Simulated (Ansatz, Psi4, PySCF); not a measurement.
Complex: CH4 (SMILES C) (first 5 atoms) with ClH3Si (SMILES [SiH3]Cl); geometry from B3LYP-D3(BJ)/def2-TZVP.
(charge 0, multiplicity 1):
```xyz
10

C      0.002    -0.090     0.208
H      0.385    -0.037    -0.810
H     -0.334    -1.106     0.415
H      0.790     0.181     0.908
H     -0.835     0.599     0.316
Si    -0.913    -0.012     3.901
Cl     1.104     0.422     4.024
H     -1.573     1.047     3.114
H     -1.460    -0.053     5.271
H     -1.072    -1.322     3.243
```

Counterpoise-corrected where a basis set is named; no monomer relaxation.

Frozen-core correlation.

Codes used: Ansatz (Gaussian basis) for Hartree–Fock, density functionals and correlated methods; Psi4 for SAPT; PySCF for the dispersion terms. 

```
level                      interaction energy (kJ/mol)
-------------------------  ---------------------------
HF/aug-cc-pV(D+d)Z                                 3.3
PBE/def2-TZVPPD                                   -0.7
PBE-D3(BJ)/def2-TZVPPD                            -5.5
BLYP/def2-TZVPPD                            (withheld)
r2SCAN-D3(BJ)/def2-TZVPPD                         -4.2
B3LYP-D3(BJ)/def2-TZVPPD                          -5.1
CAM-B3LYP-D4/def2-TZVPPD                          -4.5
B2PLYP-D3(BJ)/def2-TZVPPD                         -3.9
SAPT0/jun-cc-pV(D+d)Z                       (withheld)
```

Question: Some entries are withheld; supply them.

Answer: 
- BLYP/def2-TZVPPD, interaction energy (kJ/mol): 4.4
- SAPT0/jun-cc-pV(D+d)Z, interaction energy (kJ/mol): -1.4

Ansatz is a first-principles code.
